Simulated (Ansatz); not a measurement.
The cluster Sn5⁻. Charge -1, multiplicity 2. Geometry PBE-D4/def2-SVPD; atoms count from 1.

Cartesian coordinates in Å:
```
Sn -1.448 -2.134 1.198
Sn 1.306 2.515 0.201
Sn 1.505 0.135 -1.382
Sn -0.129 0.365 1.352
Sn -1.233 -0.881 -1.369
```

In the def2 sets Sn takes a core potential; there is no spin–orbit coupling. Another isomer (doublet) lies 0.85 eV lower at PBE0-D4/def2-TZVPD; other spin states weren't run for this one.

Estimate the Mulliken populations from the PBE0/def2-TZVPD orbitals of Ansatz.


| atom | charge (e) | spin (α − β) |
| --- | --- | --- |
| Sn1 | -0.25 | 0.48 |
| Sn2 | -0.25 | 0.48 |
| Sn3 | -0.21 | 0.10 |
| Sn4 | -0.08 | -0.16 |
| Sn5 | -0.21 | 0.10 |
Mulliken values depend strongly on the basis. With diffuse functions, as here, like atoms can get unlike values, and bond orders can come out too low or too high.

Where does the spin sit?

Summed by element: Sn 1.00, of 1 unpaired in all. Largest on single atoms: Sn1 0.48, Sn2 0.48, Sn4 -0.16.

And the Mayer bond orders between heavy atoms (over 0.3)?

Sn1–Sn4 0.93 (2.83 Å); Sn1–Sn5 1.13 (2.87 Å); Sn2–Sn3 1.13 (2.87 Å); Sn2–Sn4 0.93 (2.83 Å); Sn3–Sn4 0.62 (3.19 Å); Sn3–Sn5 0.88 (2.92 Å); Sn4–Sn5 0.62 (3.19 Å).
